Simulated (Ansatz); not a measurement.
Cartesian coordinates in Å:
```
C 0.910 -0.133 -2.263
C 1.041 -0.414 -0.969
Si -0.277 -1.265 0.001
F -1.509 -1.511 -0.993
N -0.739 -0.290 1.338
Si -0.598 1.406 1.522
F 0.836 1.817 2.105
H 1.692 0.369 -2.827
H 0.010 -0.392 -2.812
H 1.964 -0.131 -0.465
H 0.103 -2.601 0.516
H -1.114 -0.787 2.134
H -0.719 2.064 0.206
H -1.601 1.868 2.508
```

Total charge 0; spin multiplicity 1.

List the PBE/def2-TZVPP orbital energies in eV (Ansatz 0.2.0). (An estimate is asked.)

The calculation gave: Occupied: -1780.62, -1780.56, -659.68, -659.66, -380.48, -269.43, -269.06, -138.24, -138.16, -95.02, -94.96, -94.95, -94.93, -94.89, -94.86, -29.39, -29.38, -21.45, -19.18, -14.74, -13.86, -13.19, -11.97, -11.68, -11.20, -10.72, -10.63, -10.43, -10.28, -9.81, -9.35, -8.68, -8.04, -7.74, -7.34, -7.07. Lowest empty: -1.91, -0.21, -0.02, 0.35, 0.86, 1.17, 1.18, 1.64.
